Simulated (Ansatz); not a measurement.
IF (iodine monofluoride): methods side by side

The species is IF (2 atoms), meant as a singlet with charge 0. SMILES: `FI`. Geometry: the measured bond length.

```xyz
2

F     0.0000    0.0000    0.0000
I     0.0000    0.0000    1.9098
```

Quantity: the energy change with the F1–I2 bond stretched from 1.910 to 3.819 Å, in eV. The values are calculated.

| level | kind | program | value (eV) | less FCI/STO-3G |
| --- | --- | --- | --- | --- |
| BLYP/STO-3G (restricted) | GGA | Ansatz | 3.93 | +2.71 |
| revPBE/STO-3G (restricted) | GGA | Ansatz | 3.82 | +2.60 |
| r2SCAN/STO-3G (restricted) | meta-GGA | Ansatz | 4.32 | +3.10 |
| CAM-B3LYP/STO-3G (restricted) | range-separated hybrid | Ansatz | 5.63 | +4.41 |
| wB97X/STO-3G (restricted) | range-separated hybrid | Ansatz | 5.81 | +4.59 |
| BCCD(T)/STO-3G (restricted) | coupled cluster or CI | Ansatz | 1.24 | +0.02 |
| CCSDTQ/STO-3G (restricted) | coupled cluster or CI | Ansatz | 1.24 | +0.02 |
| FCI/STO-3G | exact in the basis | Ansatz | 1.22 | 0.00 |

FCI/STO-3G is exact within its basis and frozen core, so for wave-function methods in that basis the difference is their error; functionals converge differently with the basis, so for them it is only a difference. All-electron rows without a relativistic Hamiltonian named are non-relativistic. The first shape isn't each level's own minimum. The values span 1.22 to 5.81 eV. All rows use very small basis sets, so even the best lies far from the true value. In the correlated wave-function rows the outer d shell of I is correlated, in sets not made for it.
